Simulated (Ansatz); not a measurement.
CCSD(T) forces

CH₃GaN (SMILES N=[C+][GaH2]) (charge +1), closed shell, displaced at random from a GFN2-xTB minimum.

N1  (-1.317, -1.288, -0.161)
C2  (-0.543, -0.490, -0.063)
Ga3  (1.114, 1.084, 0.132)
H4  (-2.040, -1.975, -0.278)
H5  (1.652, 1.284, -1.286)
H6  (1.219, 1.479, 1.602)
(Å)

Program: Ansatz 0.2.0. Basis: def2-TZVPP. Cores are frozen in the correlated methods. Filled d shells of the heavier atoms are correlated. The def2 sets are not built for correlating such inner shells, so the correlated values are less sure here.

CCSD(T) forces from the calculation:
| atom | Fx | Fy | Fz (eV/Å) |
| --- | --- | --- | --- |
| N1 | -3.637 | -3.589 | -0.520 |
| C2 | 4.352 | 4.320 | 0.602 |
| Ga3 | -0.454 | -0.439 | -0.147 |
| H4 | -0.057 | -0.119 | 0.024 |
| H5 | -0.089 | -0.077 | 0.006 |
| H6 | -0.115 | -0.096 | 0.034 |

Q: Which atom feels the largest CCSD(T) force, and how large is it?

A: C2, 6.16 eV/Å, along (0.71, 0.70, 0.10).

Root-mean-square difference of the force components from those of CCSD(T): PBE0-D4 0.464; wB97M-V 0.487; r2SCAN-D4 0.326; PBE-D4 0.134; CAM-B3LYP-D4 0.647; BHLYP-D4 0.900 eV/Å.

The T1 diagnostic stays at or below 0.014. These are differences at one structure, and CCSD(T) in triple zeta is itself an approximation.

For scale, one of the runs: CCSD(T)/def2-TZVPP forces, 152 basis functions (an equivalent command: `ansatz run in.yaml --threads 4`). Time: 68 s of wall clock on 4 CPU threads; the host was shared. Peak host memory: 1.8 GiB.
